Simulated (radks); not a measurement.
The numbers below are computed, except where a source is named.
Ar4+, 14 electrons, occupied as [He] 2s2 2p5 3s2 3p2 4s1 (not the ground configuration). Code: a radial shooting solver on a logarithmic mesh with Libxc functionals. Model: non-relativistic Kohn-Sham, TPSS, spin-polarised, spherical densities, point nucleus; open shells are filled with parallel spins first; meta-GGA in the generalised Kohn-Sham scheme.

Normalised radial functions P(r) = r R(r), r in bohr:

```
   r/bohr * 2s down, o 3p up, + 3d up (the largest magnitude, 1.64, reaches the edge; | marks zero, & curves that meet)
 0.003613                             & *
  0.00463                             &  *
 0.005981                             &   *
 0.007726                             &    *
 0.009981                             &     *
  0.01279                             &      *
  0.01652                             &        *
  0.02134                             &         *
  0.02757                             +o         *
  0.03533                             +o           *
  0.04563                             + o          *
  0.05895                             +  o        *
  0.07614                             +   o    *
  0.09758                             +    &
    0.126                           * |+    o
   0.1628                  *          |+      o
   0.2103          *                  | +      o
   0.2695    *                        |  +    o
   0.3482  *                          |    &
   0.4497     *                       |o      +
   0.5809            *          o     |         +
   0.7444                 o  *        |            +
   0.9616             o           *   |              +
    1.242             o              *|             +
    1.605                 o           *          +
    2.056                      o      *       +
    2.656                          o  *   +
    3.431                            o*+
    4.432                             &
     5.68                             &
    7.337                             &
```

2s down: eigenvalue -397.96 eV, 1 radial node at r = 0.117 bohr, <r> = 0.407 bohr, 90 % of the charge inside 0.631 bohr. 3p up: eigenvalue -78.795 eV, 1 radial node at r = 0.462 bohr, <r> = 1.23 bohr, 90 % of the charge inside 1.84 bohr. 3d up (empty): eigenvalue -53.832 eV, 0 radial nodes, <r> = 1.29 bohr, 90 % of the charge inside 2.03 bohr.
